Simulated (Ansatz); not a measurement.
Reaction (formal exchange of groups at the Al–B bond): `C[BH][AlH][F]` + `CNCO` → `C[NH][AlH][F]` + `CBCO`

Gas-phase electronic energies from Ansatz, PBE0-D4/def2-TZVP geometries. CBS: MP2 limit from def2 TZ/QZ plus the TZ coupled-cluster correction, frozen cores. Functionals use def2-TZVPP. HSE06 is defined as in plane-wave codes. One conformer a species, not always the lowest.

**Question.** Is it downhill or uphill in electronic energy at CCSD(T)/CBS, and by how much? (An estimate is asked.)

**Answer.** Computed: Downhill: ΔE = -166.8 kJ/mol.

**Question.** What do these levels give: B97M-V, HSE06-D4, ωB97M-V, HSE06, RPA@PBE/def2-TZVPP, SCS-MP2/def2-QZVPP? (An estimate is asked.)

**Answer.** Computed: B97M-V -171.0, HSE06-D4 -158.8, ωB97M-V -169.6, HSE06 -158.4, RPA@PBE/def2-TZVPP -155.2, SCS-MP2/def2-QZVPP -171.5 kJ/mol.

Largest T1 diagnostic among the species: 0.012.

Leaving LDA and LC-ωPBE aside and taking each functional with its dispersion term where it has one, the values, not all of them listed here, spread over 15.9 kJ/mol, from B97M-V to revPBE-D4. LDA lies −4.9 kJ/mol from PBE without D4. At CCSD(T), def2-SVP lies +17.9 kJ/mol from the extrapolated value and def2-TZVPP +3.1 kJ/mol.
